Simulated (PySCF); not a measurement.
C6H7F.
Structure used (GFN2-xTB), in Å, numbered top down from 1:
```
atom  x, y, z in Å
C1     2.995    0.239    0.813
C2     1.861   -0.385    0.500
C3     0.584    0.275    0.454
C4    -0.564   -0.346    0.140
C5    -1.847    0.309    0.092
C6    -3.015   -0.253   -0.209
F7    -1.827    1.632    0.390
H8     3.011    1.289    1.052
H9     3.940   -0.276    0.841
H10    1.866   -1.441    0.263
H11    0.573    1.331    0.689
H12   -0.579   -1.400   -0.098
H13   -3.077   -1.297   -0.451
H14   -3.923    0.322   -0.218
```

Level of theory: TDDFT B3LYP/def2-SVPD, vertical, gas phase, core orbitals frozen in the response in PySCF.

Ground-to-excited transition dipoles (e·a0, same axes as the geometry; the sign carries no meaning), for the states with f of 0.002 or more among the lowest 8:

| state | E (eV) | μx | μy | μz |
| --- | --- | --- | --- | --- |
| S1 | 4.741 | 2.914 | 0.346 | 0.520 |
| S2 | 5.680 | -0.340 | -0.015 | -0.056 |
| S3 | 6.001 | -0.026 | -0.038 | 0.172 |
| S4 | 6.413 | -0.020 | -0.031 | 0.139 |
| S6 | 6.623 | -0.131 | -0.019 | -0.025 |
| S8 | 7.068 | -0.057 | -0.081 | 0.354 |

**Question.** Work out the oscillator strengths.

**Answer.** f = (2/3) ΔE |μ|² with ΔE in hartree (27.2114 eV).

```tsv
state	|μ|² (au)	|μ| (D)	f
S1	8.879	7.57	1.031
S2	0.119	0.88	0.017
S3	0.032	0.45	0.005
S4	0.021	0.36	0.003
S6	0.018	0.34	0.003
S8	0.135	0.94	0.023
```

**Question.** Label these states by symmetry in Cs.

**Answer.** Polarised normal to the mirror plane, so A″: S3, S4 and S8. Polarised in the mirror plane, so A′: S1, S2 and S6.

**Question.** What angle do the transition dipoles of S1 and S8 make?

**Answer.** |cos θ| = |μa·μb| / (|μa| |μb|) = 0.01, so θ ≈ 90° (taken between 0 and 90°, since the signs are arbitrary).

**Question.** What peak molar absorption coefficient would the strongest computed level give as a lone Gaussian band 0.5 eV wide at half height?

**Answer.** ε(max) = 2.175×10⁸ f / FWHM, with the width in cm⁻¹. S1: 2.175×10⁸ × 1.0313 / 4033 ≈ 56000 L mol⁻¹ cm⁻¹.

On one thread, Arm Neoverse N1 (aarch64), on a shared host, this took 51 s (with the writing of density and orbital grids) and 0.78 GiB of memory at its peak.

One conformer stands for the species.
